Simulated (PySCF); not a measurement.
# Telling isomers of C5H6O4 apart by NMR

- GFN2-xTB geometry
- GIAO PBE0/pcSseg-1 shieldings
- program: PySCF
- no solvent model, non-relativistic, one computed conformer, equivalent nuclei averaged

δ = σ(ref) − σ, references computed at the same level: TMS for 1H (σ = 31.72 ppm), 13C (σ = 186.93 ppm). Where no couplings were computed, multiplicities follow the n + 1 count of equivalent neighbours, and m marks all less simple cases (inequivalent or close neighbours, rings, F or P nearby). Acid and N–H amide carbonyl carbons lie up to 10 ppm further downfield in solution (hydrogen bonding). Shifts are as computed. Against solution values, carbons near 30 ppm lie about +3 ppm off and those near 130 ppm about +5 ppm. Of 1211 compounds with measured shifts, 218 miss one by over three times the rms of a fit or turn the order of signals round; such compounds aren't used in these exercises. OH and NH positions are gas-phase values without hydrogen bonding to other molecules.

(1) Tabulate the signals of `O=CO[C@@H]1OC[C@@H]1C=O`, `C=C(C(=O)O)C(=O)OC`, `C[C@@H]1COC(=O)C(=O)O1` and their relative energies.

(2) What is the quickest way to tell C=C(C(=O)O)C(=O)OC from C[C@@H]1COC(=O)C(=O)O1?

(3) What is the quickest way to tell O=CO[C@@H]1OC[C@@H]1C=O from C[C@@H]1COC(=O)C(=O)O1?

(4) What is the quickest way to tell O=CO[C@@H]1OC[C@@H]1C=O from C=C(C(=O)O)C(=O)OC?

Answers

(1) 
| SMILES | carbon types | δC | δH | E rel. (kcal/mol) |
| --- | --- | --- | --- | --- |
| O=CO[C@@H]1OC[C@@H]1C=O | 4×CH 1×CH2 | 200.8, 164.0, 98.0, 68.6, 53.3 | 10.04 (d, 1H), 8.16 (s, 1H), 7.52 (m, 1H), 5.47 (m, 1H), 4.62 (m, 1H), 3.78 (m, 1H) | 31.6 |
| C=C(C(=O)O)C(=O)OC | 3×C 1×CH2 1×CH3 | 172.5, 170.1, 148.2, 142.4, 54.0 | 7.07 (m, 1H), 7.05 (m, 1H), 6.36 (br s, 1H), 3.98 (s, 3H) | 0.8 |
| C[C@@H]1COC(=O)C(=O)O1 | 2×C 1×CH 1×CH2 1×CH3 | 158.7, 158.2, 75.7, 73.8, 18.1 | 4.62 (m, 1H), 4.30 (m, 1H), 4.24 (m, 1H), 1.42 (d, 3H) | 0.0 |

Energies are electronic energies at PBE0/pcSseg-1 on these geometries, without zero-point or thermal terms, each for the one conformer computed, which needn't be the lowest.

(2) Both give the same number of carbon signals, but DEPT or the intensities differ. The first has a β carbon of a C=C–C=O unit (CH2) at 148.2 ppm, the second an sp3 CH bonded to O at 75.7 ppm. Their most deshielded carbons lie at 172.5 and 158.7 ppm. In the proton spectra the most deshielded non-exchanging signals are 7.07 (m, 1H) and 4.62 (m, 1H).

(3) Both give the same number of carbon signals, but DEPT or the intensities differ. The first has an aldehyde carbonyl carbon (CH) at 200.8 ppm, the second an ester carbonyl carbon (C) at 158.7 ppm. In the proton spectra the most deshielded non-exchanging signals are 10.04 (d, 1H) and 4.62 (m, 1H).

(4) Both give the same number of carbon signals, but DEPT or the intensities differ. The first has an aldehyde carbonyl carbon (CH) at 200.8 ppm, the second an ester carbonyl carbon (C) at 172.5 ppm. In the proton spectra the most deshielded non-exchanging signals are 10.04 (d, 1H) and 7.07 (m, 1H).
